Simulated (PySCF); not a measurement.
First SCF of a structure search on singlet MnS₃⁺, at a hand-made side-on plus terminal geometry. PySCF input:

```python
from pyscf import gto, scf, dft
mol = gto.M(atom='''
Mn     0.000000     0.000000     0.000000
S      1.020000     0.000000     2.046500
S     -1.020000     0.000000     2.046500
S      0.000000     0.000000    -2.126500''',
    basis={'Mn': 'def2-SVP', 'S': 'def2-SVP'},
    charge=1, spin=0)
mf = dft.RKS(mol, xc='PBE')
mf.grids.atom_grid = (50, 194)
aux = {'Mn': 'def2-universal-JKFIT', 'S': 'def2-universal-JKFIT'}
mf = mf.density_fit(auxbasis=aux)
mf.conv_tol = 1e-08
mf.diis_space = 10
mf.max_cycle = 60
mf.init_guess = 'minao'
mf.verbose = 4
mf.kernel()
```

Excerpt of the output (cycles and frontier levels); where DIIS stalls, ADIIS, DIIS with a small level shift and a second-order solver take over in turn:

```
init E= -2343.55397454587
  HOMO = -0.0774926700996788  LUMO = -0.00978422872938944  gap/eV = 1.84244
cycle= 1 E= -2333.76417927382  delta_E= 9.79  |g|= 4.17  |ddm|= 4.95
  HOMO = -0.987080955572149  LUMO = -0.974522312716102  gap/eV = 0.34174
cycle= 2 E= -2298.74702976431  delta_E=   35  |g|= 7.85  |ddm|= 16.2
  HOMO = -0.526327406389907  LUMO = -0.505374997182595  gap/eV = 0.57014
cycle= 3 E= -2332.07706259234  delta_E= -33.3  |g|= 6.05  |ddm|= 12.1
  HOMO = -0.518631238686731  LUMO = -0.472617068780222  gap/eV = 1.25211
cycle= 4 E= -2331.82309369856  delta_E= 0.254  |g|= 5.93  |ddm|= 3.29
  HOMO = -0.508496887916583  LUMO = -0.477756132770715  gap/eV = 0.83650
cycle= 5 E= -2334.23990454695  delta_E= -2.42  |g|= 5.61  |ddm|= 3.95
  HOMO = -0.49856287193699  LUMO = -0.462884546164828  gap/eV = 0.97086
cycle= 6 E= -2335.55807822319  delta_E= -1.32  |g|= 5.58  |ddm|= 2.78
  HOMO = -0.513944561670671  LUMO = -0.482451245541548  gap/eV = 0.85698
... 95 lines left out ...
cycle= 56 E= -2343.98342314287  delta_E= -0.0118  |g|= 0.256  |ddm|= 1.06
  HOMO = -0.420444942079663  LUMO = -0.413443871291716  gap/eV = 0.19051
cycle= 57 E= -2343.97399884041  delta_E= 0.00942  |g|= 0.359  |ddm|= 0.126
  HOMO = -0.41924420700287  LUMO = -0.41349754426844  gap/eV = 0.15637
cycle= 58 E= -2343.97665573342  delta_E= -0.00266  |g|= 0.312  |ddm|= 0.182
  HOMO = -0.418899376904003  LUMO = -0.414873949514158  gap/eV = 0.10954
cycle= 59 E= -2343.97839978741  delta_E= -0.00174  |g|= 0.325  |ddm|= 0.167
  HOMO = -0.419003345479869  LUMO = -0.41423530663209  gap/eV = 0.12974
cycle= 60 E= -2343.84172447285  delta_E= 0.137  |g|= 0.703  |ddm|= 2.41
SCF not converged.
init E= -2343.55397454587
  HOMO = -0.0774926700996939  LUMO = -0.00978422872937657  gap/eV = 1.84244
cycle= 1 E= -2333.76417927381  delta_E= 9.79  |g|= 4.17  |ddm|= 4.95
  HOMO = -0.987080955572037  LUMO = -0.974522312716173  gap/eV = 0.34174
cycle= 2 E= -2298.74702976432  delta_E=   35  |g|= 7.85  |ddm|= 16.2
  HOMO = -0.511057109551239  LUMO = -0.508635224154265  gap/eV = 0.06590
cycle= 3 E= -2333.21089689895  delta_E= -34.5  |g|= 5.91  |ddm|= 12.7
  HOMO = -0.422949853548766  LUMO = -0.380154067735857  gap/eV = 1.16453
cycle= 4 E= -2339.04066319138  delta_E= -5.83  |g|= 4.16  |ddm|= 4.09
  HOMO = -0.412830358739352  LUMO = -0.403257148587415  gap/eV = 0.26050
cycle= 5 E= -2343.09406297406  delta_E= -4.05  |g|= 1.63  |ddm|= 4.16
  HOMO = -0.370717828669865  LUMO = -0.362518449907402  gap/eV = 0.22312
cycle= 6 E= -2342.6847364467  delta_E= 0.409  |g|= 2.01  |ddm|= 3.21
  HOMO = -0.465033387214837  LUMO = -0.448178495172602  gap/eV = 0.45864
... 15 lines left out ...
  HOMO = -0.414851506386452  LUMO = -0.413749976899677  gap/eV = 0.02997
cycle= 15 E= -2343.97646237569  delta_E= -0.00703  |g|= 0.218  |ddm|= 1.32
  HOMO = -0.417571345763518  LUMO = -0.415700085951616  gap/eV = 0.05092
cycle= 16 E= -2343.86712104115  delta_E= 0.109  |g|= 0.632  |ddm|= 2.36
  HOMO = -0.416434544716672  LUMO = -0.415400603743048  gap/eV = 0.02813
cycle= 17 E= -2343.96351501462  delta_E= -0.0964  |g|= 0.311  |ddm|= 2.13
cycle= 18 E= -2343.99231293088  delta_E= -0.0288  |g|= 0.133  |ddm|= 1.28
cycle= 19 E= -2343.99030846387  delta_E= 0.002  |g|= 0.177  |ddm|= 0.148
cycle= 20 E= -2343.94018201117  delta_E= 0.0501  |g|= 0.403  |ddm|= 1.68
SCF not converged.
init E= -2343.94018201117
  HOMO = -0.442254797996448  LUMO = -0.389391989013838  gap/eV = 1.43847
cycle= 1 E= -2340.18706768139  delta_E= 3.75  |g|= 4.68  |ddm|=  2.4
  HOMO = -0.119529952798858  LUMO = -0.0391007852185884  gap/eV = 2.18859
cycle= 2 E= -2316.34274518382  delta_E= 23.8  |g|=   13  |ddm|= 16.3
  HOMO = -0.152115516353279  LUMO = -0.0663886287917084  gap/eV = 2.33275
cycle= 3 E= -2332.75190567725  delta_E= -16.4  |g|= 4.75  |ddm|= 9.14
  HOMO = -0.543962360445906  LUMO = -0.536933107670015  gap/eV = 0.19128
cycle= 4 E= -2331.12702673603  delta_E= 1.62  |g|= 6.35  |ddm|= 11.8
  HOMO = -0.534864617487659  LUMO = -0.429226164404452  gap/eV = 2.87457
cycle= 5 E= -2332.07127012861  delta_E= -0.944  |g|= 6.23  |ddm|= 1.02
  HOMO = -0.511760182043757  LUMO = -0.438003192261584  gap/eV = 2.00703
cycle= 6 E= -2332.2292973795  delta_E= -0.158  |g|= 6.21  |ddm|= 0.925
  HOMO = -0.509935665595755  LUMO = -0.435340131866303  gap/eV = 2.02985
... 38 lines left out ...
  HOMO = -0.40728308700561  LUMO = -0.358816526115184  gap/eV = 1.31884
cycle= 27 E= -2336.63296238977  delta_E= 0.791  |g|= 5.66  |ddm|=  1.1
  HOMO = -0.405163800766882  LUMO = -0.394919742254653  gap/eV = 0.27876
cycle= 28 E= -2335.38292512999  delta_E= 1.25  |g|= 6.02  |ddm|= 2.93
  HOMO = -0.431960119004846  LUMO = -0.330962919534324  gap/eV = 2.74827
cycle= 29 E= -2334.67440189881  delta_E= 0.709  |g|=    6  |ddm|= 0.523
  HOMO = -0.436911898653299  LUMO = -0.326878491010223  gap/eV = 2.99416
cycle= 30 E= -2333.99768407463  delta_E= 0.677  |g|= 5.93  |ddm|= 0.592
SCF not converged.
  HOMO = -0.474743454342944  LUMO = -0.443131745758118  gap/eV = 0.86020
macro= 0  E= -2340.68354385668  delta_E= -6.68586  |g|= 4.17513  3 KF 15 JK
macro= 1  E= -2342.74430392123  delta_E= -2.06076  |g|= 2.17753  3 KF 15 JK
macro= 2  E= -2343.36259653028  delta_E= -0.618293  |g|= 1.39471  2 KF 14 JK
macro= 3  E= -2343.65834517847  delta_E= -0.295749  |g|= 0.534953  3 KF 16 JK
macro= 4  E= -2343.96685183919  delta_E= -0.308507  |g|= 0.238844  3 KF 17 JK
macro= 5  E= -2343.99109072724  delta_E= -0.0242389  |g|= 0.225604  2 KF 8 JK
macro= 6  E= -2343.99645256024  delta_E= -0.00536183  |g|= 0.000730089  5 KF 21 JK
macro= 7  E= -2343.99645286118  delta_E= -3.00942e-07  |g|= 0.000121479  2 KF 9 JK
macro= 8  E= -2343.99645286118  delta_E= -4.54747e-13  |g|= 3.18764e-05  1 KF 2 JK
macro X = 9  E=-2343.99645286118  |g|= 3.18764e-05  total 25 KF 127 JK
converged SCF energy = -2343.99645286118
```

No lower solution of this spin was found by a stability analysis within the restricted form, which does not test spin polarisation.

Stability towards spin polarisation was not tested.

The search for the lowest solution, with the stability check, took 26 s on 2 threads of a shared Arm Neoverse V2 host, with 85 basis functions; the process peaked at 0.29 GiB.
